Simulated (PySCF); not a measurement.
Computed with PBE-D3(BJ)/def2-TZVP // r2SCAN-D4/def2-TZVP run with PySCF. Gas-phase values, no solvent. One relaxed conformer stands for a flexible species; it need not be the lowest. Delta-SCF ions had no search for a lower state. Excitations are Tamm–Dancoff values on a coarser integration grid. The basis has no diffuse functions, so Rydberg states are missing or too high.

Reference species (SMILES): `N(=C/C=N\[H])/[H]` (N–C–C–N torsion 180°) (neutral, multiplicity 1).

```
Quantity                                   Value
--------------------------------------  --------
LUMO                                    -3.14 eV
vertical ionisation energy (Delta-SCF)   9.68 eV
S1–T1 gap (TDA)                          0.73 eV
```

Changed species: `N=C=CN`.

Predict the effect on the LUMO, vertical ionisation energy (Delta-SCF) and S1–T1 gap (TDA).

the LUMO goes up by 1.66 eV, to -1.48 eV; the vertical ionisation energy (Delta-SCF) decreases by 1.72 eV, to 7.96 eV; the S1–T1 gap (TDA) decreases by 0.24 eV, to 0.49 eV.
